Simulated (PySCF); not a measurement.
## Radial density of Ti²⁺ (titanium, charge +2)

UHF, [Ar] 3d1 4s1, high-spin 3D determinant (an excited configuration). Calculation: PySCF 2.14, in def2-QZVPPD (11s6p5d3f2g, 93 functions); no relativity, point nucleus.

```csv
r (bohr),4πr²ρ (e/bohr),4πr²(ρα − ρβ)
0.00123,0.1285,0.0001
0.00207,0.3504,0.0002
0.00348,0.9319,0.0006
0.00585,2.375,0.0015
0.00985,5.639,0.0035
0.0166,11.89,0.0072
0.0279,20.59,0.0114
0.0469,26.02,0.0103
0.0788,22.04,0.0005
0.133,20.56,0.0120
0.223,28.05,0.0723
0.375,16.10,0.2003
0.631,8.049,0.6625
1.06,8.865,0.7535
1.78,1.982,0.5472
3.00,0.4648,0.4459
5.05,0.04216,0.0421
8.49,0.0001818,0.0002
```
